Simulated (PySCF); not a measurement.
Molecule: sum formula AlN₂OH₅, net charge 0, singlet state. 
Coordinates optimised at B3LYP-D3(BJ)/def2-TZVP (Ansatz):
```xyz
9

N     -0.9940    -1.4094    -0.3338
Al    -0.0093     0.0189    -0.0026
N      1.6762    -0.1286     0.5227
O     -0.7643     1.5293    -0.2147
H     -0.6904    -2.3656    -0.2541
H     -1.9545    -1.3686    -0.6339
H      2.1619    -1.0003     0.6607
H      2.2899     0.6430     0.7272
H     -0.3467     2.3773    -0.0703
```
Charge 0, spin multiplicity 1.

Dispersion corrections to the total energy (kcal/mol) from the dftd3 and dftd4 libraries through PySCF: D3(BJ) without and D4 with the three-body term, each with the damping fitted for the functional named.

```csv
functional,D3(BJ),D4
BP86,-5.13,-4.34
r2SCAN,-0.88,-0.79
revPBE,-7.67,-9.56
HF,-26.46,…
HSE06,-2.12,…
B3LYP,-5.54,-5.20
B2GP-PLYP,…,-1.37
```

Q: What belongs in the gaps?

A: 
- HF, D4: -11.17
- HSE06, D4: -2.54
- B2GP-PLYP, D3(BJ): -2.39
